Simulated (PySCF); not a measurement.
# Excitation energy of Cr⁺ by level of theory

Cr⁺ [Ar] 3d5 (6S) → Cr⁺ [Ar] 3d4 4p1 (high-spin determinant), as a difference of total energies. All numbers are calculated (PySCF 2.14, the spin-free X2C one-electron Hamiltonian (Gaussian nucleus), in aug-cc-pwCVTZ-DK). Correlated levels: valence: [Ar] frozen; valence and next inner shell: [Ne] frozen; nothing frozen. The calculations carry no spin-orbit coupling.

```json
{"method": "UHF", "excitation energy (eV)": "4.877"}
{"method": "LDA", "excitation energy (eV)": "6.150"}
{"method": "PBE", "excitation energy (eV)": "5.871"}
{"method": "PBE0", "excitation energy (eV)": "5.770"}
{"method": "r2SCAN", "excitation energy (eV)": "5.766"}
{"method": "M06-2X", "excitation energy (eV)": "5.514"}
{"method": "TPSS", "excitation energy (eV)": "5.764"}
{"method": "LC-wPBE", "excitation energy (eV)": "6.075"}
{"method": "MP2 (valence)", "excitation energy (eV)": "5.648"}
{"method": "SCS-MP2 (valence)", "excitation energy (eV)": "5.134"}
{"method": "MP2 (valence and next inner shell)", "excitation energy (eV)": "6.183"}
{"method": "SCS-MP2 (valence and next inner shell)", "excitation energy (eV)": "5.643"}
{"method": "MP2 (all electrons)", "excitation energy (eV)": "6.199"}
{"method": "SCS-MP2 (all electrons)", "excitation energy (eV)": "5.653"}
```

Q: How much does correlation contribute at MP2 (all electrons)?

A: 6.199 − (4.877) = 1.322 eV, measured against UHF.

A first-order spin-orbit estimate (lowest level to lowest level, LS coupling) adds -0.067 eV.

The determinant of the upper state mixes LS terms, which raises its energy above the lowest term, most at the Hartree-Fock and MP2 levels.
